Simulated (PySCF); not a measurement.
Compound: C₂H₉B₂N.
Structure used (PBE0-D3(BJ)/def2-SVP), in Å, numbered top down from 1:
```
atom  x, y, z in Å
B1     2.466    0.216    0.914
N2     1.101    0.166    0.540
B3     0.493    0.829   -0.568
C4    -1.042    0.711   -0.880
C5    -1.890   -0.172    0.026
H6     2.834   -0.396    1.891
H7     3.233    0.870    0.251
H8     0.488   -0.396    1.125
H9     1.212    1.501   -1.273
H10   -1.435    1.746   -0.901
H11   -1.128    0.391   -1.936
H12   -2.952   -0.168   -0.262
H13   -1.556   -1.223    0.000
H14   -1.845    0.159    1.077
```

Jobs on this species (14 atoms, 38 electrons) with PySCF (density fitting). Hardware of each: one thread, Intel Xeon 6975P-C (x86_64) (shared host). The host was shared with other jobs, so the times are rough. Peak memory is the resident size of the whole Python process, interpreter and libraries included.

| level and settings | work | basis functions | SCF cycles | wall time | peak memory |
| --- | --- | --- | --- | --- | --- |
| delta-SCF UKS B3LYP, pcX-2 on the ionised atom, pcseg-1 elsewhere, spin-free X2C | ΔSCF core ionisation, 5 holes | 146 | ? | ? | ? |
| delta-SCF UKS SCAN, pcX-2 on the ionised atom, pcseg-1 elsewhere, non-relativistic | ΔSCF core ionisation, 5 holes | 146 | ? | ? | ? |
| delta-SCF UKS SCAN, def2-TZVP on the ionised atom, pcseg-1 elsewhere, spin-free X2C | ΔSCF core ionisation, 5 holes | 132 | 79 | 22 s | 0.57 GiB |
| delta-SCF UKS SCAN, pcX-1 on the ionised atom, pcseg-1 elsewhere, spin-free X2C | ΔSCF core ionisation, 5 holes | 125 | 82 | 23 s | 0.57 GiB |
| delta-SCF UKS HF, pcX-2 on the ionised atom, pcseg-1 elsewhere, spin-free X2C | ΔSCF core ionisation, 5 holes | 146 | 76 | 13 s | 0.57 GiB |
| PBE0-D3(BJ)/def2-SVP, grid level 1 | geometry optimisation from a GFN2-xTB start shaken at random | 115 | 49 | 28 s | 0.48 GiB |
| delta-SCF UKS PBE, pcX-2 on the ionised atom, pcseg-1 elsewhere, spin-free X2C | ΔSCF core ionisation, 5 holes | 146 | 78 | 16 s | 0.57 GiB |
| delta-SCF UKS PBE0, pcX-2 on the ionised atom, pcseg-1 elsewhere, spin-free X2C | ΔSCF core ionisation, 5 holes | 146 | 75 | 26 s | 0.57 GiB |
| delta-SCF UKS SCAN, pcX-2 on the ionised atom, pcseg-1 elsewhere, spin-free X2C | ΔSCF core ionisation, 5 holes | 146 | 84 | 25 s | 0.52 GiB |

Problem. Fill in the missing figures.

Solution. 
- delta-SCF UKS B3LYP, pcX-2 on the ionised atom, pcseg-1 elsewhere, spin-free X2C; ΔSCF core ionisation, 5 holes: 27 s, 0.58 GiB, 75 SCF cycles
- delta-SCF UKS SCAN, pcX-2 on the ionised atom, pcseg-1 elsewhere, non-relativistic; ΔSCF core ionisation, 5 holes: 25 s, 0.57 GiB, 84 SCF cycles

Problem. What do all jobs in the table cost together?

Solution. About 3.4 min; the longest takes about 14 % of that, and about 2.2 times as long as the shortest.
